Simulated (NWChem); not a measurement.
Species: CH₅BO; SMILES BOC

```xyz
8

B      0.1876    -1.2962     0.0000
H     -0.4623    -2.3002     0.0000
H      1.3906    -1.2991     0.0000
O     -0.4944    -0.1374     0.0000
C      0.1472     1.1336     0.0000
H      1.2387     1.0327     0.0000
H     -0.1700     1.6868    -0.8897
H     -0.1700     1.6868     0.8897
```
Atoms are numbered in this order, from 1.

Level: B3LYP/6-31G* (spherical d) (NWChem), optimised geometry, unscaled harmonic frequencies. 

| frequency (cm⁻¹) | IR intensity (km/mol) |
|---|---|
| 151 | 1.1 |
| 401 | 5.0 |
| 443 | 0.8 |
| 946 | 9.7 |
| 1033 | 58.6 |
| 1052 | 62.1 |
| 1193 | 26.1 |
| 1202 | 0.2 |
| 1256 | 0.4 |
| 1407 | 257.3 |
| 1519 | 6.4 |
| 1523 | 2.8 |
| 1535 | 16.0 |
| 2580 | 110.4 |
| 2682 | 181.1 |
| 3048 | 42.6 |
| 3126 | 31.7 |
| 3131 | 29.7 |

| Property | Result |
|---|---|
| zero-point energy | 40.3 kcal/mol |
| thermal correction to the enthalpy at 298.15 K (with zero-point energy) | 43.6 kcal/mol |
| heat capacity Cv | 12.7 cal/(mol K) |
| entropy at 298.15 K and 1 atm (symmetry number 1) | 63.9 cal/(mol K) |
| dipole moment | 1.80 D |

Rigid rotor and harmonic oscillator.
